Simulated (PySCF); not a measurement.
Electronic structure of K²⁺ (potassium, charge +2) at the PBE0 level

Configuration: [Ne] 3s2 3p5, 2P determinant. All numbers are calculated (PySCF 2.14, the spin-free X2C one-electron Hamiltonian (Gaussian nucleus), in x2c-SVPall).

| Quantity | Value |
| --- | --- |
| Total energy | -600.589 hartree |
| One-electron energy | -809.037 hartree |
| Hartree (Coulomb) energy | 241.122 hartree |
| Exchange-correlation energy | -32.675 hartree |
| ⟨S²⟩ | 0.7507 |
| ⟨L²⟩ | 2.003 |
| Sum of ⟨r⟩ | 12.65 bohr |
| Sum of ⟨r²⟩ | 16.86 bohr² |
| Traceless quadrupole moment −½Σ⟨3z² − r²⟩ along its main axis | 0.930 e·bohr² |
| Langevin diamagnetic susceptibility | -13.4 ×10⁻⁶ cm³/mol |
| Time after the integrals | 0.06 s of wall time on 1 thread of AMD EPYC 9R45 96-Core Processor (shared host) |

| shell | electrons | mean orbital energy (eV) | spread (eV) | rms radius, mean of both spins (bohr) |
| --- | --- | --- | --- | --- |
| 1s α | 1 | -3583.2 | 0 | 0.0938 |
| 1s β | 1 | -3583.0 | 0 | 0.0938 |
| 2s α | 1 | -393.20 | 0 | 0.419 |
| 2s β | 1 | -392.96 | 0 | 0.419 |
| 2p α | 3 | -317.68 | 0.970 | 0.388 |
| 2p β | 3 | -317.29 | 0.224 | 0.388 |
| 3s α | 1 | -62.701 | 0 | 1.36 |
| 3s β | 1 | -60.664 | 0 | 1.36 |
| 3p α | 3 | -43.815 | 2.056 | 1.54 |
| 3p β | 2 | -42.467 | 0 | 1.54 |

Densities and radii are taken from the X2C orbitals without a picture-change correction, which distorts them close to the nucleus.
